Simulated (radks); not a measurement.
Question: The oxygen anion O-, [He] 2s2 2p5, held by a Watson sphere: a shell of charge +1 at radius R that stands for the Madelung well of a crystal (potential energy -1/R inside, -1/r outside, in hartree with lengths in bohr). All-electron calculation, scalar-relativistic Kohn-Sham, r2SCAN, spin-polarised, spherical densities, finite nucleus; open shells are filled with parallel spins first; meta-GGA in the generalised Kohn-Sham scheme; Fermi nuclear charge, rms radius of each element as measured or else 0.836 A^(1/3) + 0.57 fm. Program: a radial shooting solver on a logarithmic mesh with Libxc functionals.

R (bohr)  e(2s down) (eV)  e(2p up) (eV)  e(2p down) (eV)  <r> 2p (bohr)  sum of <r^2> (bohr^2)  X-ray form factor at sin(theta)/lambda = 0.3 1/angstrom
1.58              -24.302        -10.195           -8.406          1.362                  14.96                                                    4.221
1.87              -23.335         -9.404           -7.649          1.407                  15.82                                                    4.156
2                 -22.934         -9.065           -7.319          1.426                  16.18                                                    4.137
2.06              -22.756         -8.912           -7.170          1.434                  16.34                                                    4.130
2.4               -21.834         -8.098           -6.367          1.476                  17.15                                                    4.101

Estimate the row for R = 2.37 bohr.

Answer: e(2s down) (eV) -21.909; e(2p up) (eV) -8.166; e(2p down) (eV) -6.435; <r> 2p (bohr) 1.473; sum of <r^2> (bohr^2) 17.08; X-ray form factor at sin(theta)/lambda = 0.3 1/angstrom 4.103.
